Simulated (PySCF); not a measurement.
Method: PySCF with PBE0-D3(BJ)/def2-TZVP // PBE0-D3(BJ)/def2-SVP. Gas-phase values, no solvent. One relaxed conformer stands for a flexible species; it need not be the lowest. Excitations are Tamm–Dancoff values on a coarser integration grid. The basis has no diffuse functions, so Rydberg states are missing or too high.

Reference species (SMILES): `C=C(F)c1ccc([SiH3])cc1` (F–C–C–C torsion 5°) (neutral, multiplicity 1).

```
Property                   Value
----------------------  --------
S1 oscillator strength     0.024
S1–T1 gap (TDA)          1.77 eV
HOMO                    -6.85 eV
LUMO                    -1.57 eV
```

Changed species: `c1(c([SiH3])cccc1F)C=C` (C–C–C–C torsion 145°).

What does the change do to the S1 oscillator strength, S1–T1 gap (TDA), HOMO and LUMO?

the S1 oscillator strength increases by 0.071, to 0.095; the S1–T1 gap (TDA) falls by 0.29 eV, to 1.48 eV; the HOMO decreases by 0.05 eV, to -6.90 eV; the LUMO rises by 0.18 eV, to -1.39 eV.
